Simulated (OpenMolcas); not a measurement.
## Ar⁶⁺: effect of the level shift or regulariser

```json
{"Program": "OpenMolcas 26.06", "Basis": "ANO-RCC-VTZP [5s4p2d1f]", "Scalar Hamiltonian": "DKH2, point nucleus", "Active space": "2 electrons in 4 orbitals (3s 3p)", "State averaging": "2S+1 = 3 even, 3 roots; 2S+1 = 1 even, 7 roots (6 in the spin-orbit step); 2S+1 = 3 odd, 3 roots; 2S+1 = 1 odd, 3 roots", "Spin-orbit coupling": "state interaction with AMFI integrals over the reference wave functions, term energies averaged over their components"}
```

Methods on the same reference wave functions:
A. CASSCF
B. SS-CASPT2, IPEA 0.25 Eh, imaginary shift 0.1 Eh (closed shells correlated: 2s 2p)
C. SS-CASPT2, IPEA 0.25 Eh, real shift 0.2 Eh (closed shells correlated: 2s 2p)

Energies in cm⁻¹ above 3s² ¹S₀, the measured ground level; measured values from Saloman, J. Phys. Chem. Ref. Data 39, 033101 (2010).

```csv
Level,A,B,C,Measured
3s² ¹S₀,0.0,0.0,0.0,0.0
3s 3p ³P°₀,112959,112835,112843,113101
3s 3p ³P°₁,113724,113597,113605,113906
3s 3p ³P°₂,115300,115177,115185,115590
3s 3p ¹P°₁,186980,175209,175279,170722
```

Deviations, from unrounded energies. A percentage is the sum of absolute deviations over the sum of measured energies, with the sign that they share, or ± where signs differ.

```csv
Against measurement,Levels,A,B,C
mean absolute deviation (cm-1),4,4200,1400,1400
other configurations (%),4,±3.3,±1.1,±1.1
```

B, C lie about equally close to measurement and A furthest from it. The largest miss of B in the table is 3s 3p ¹P°₁, by +4500 cm-1. The ranking rests on the paired levels alone, and a cruder setting can come out closer through cancelling errors.

Between B and C the level of the table that moves most is 3s 3p ¹P°₁, by 70 cm-1 (lowest in B, highest in C).

The lowest spin-free term lies below A's lowest term by 0.036 hartree in B, 0.036 hartree in C.

Over all roots computed the reference weight is 0.94 to 1.00 in B; the roots of lowest weight are the least certain, and an intruder state may touch them. Measured partners are found by configuration, term and J. A level has none where our copy of the source lacks it or the pairing is in doubt (some pairs that miss far off the trend of their configuration count as doubtful), and it then counts in no deviation. Levels of configurations outside the active space are missing. Levels that lie high or do not pair safely by name in every column are left out.

° marks odd parity.
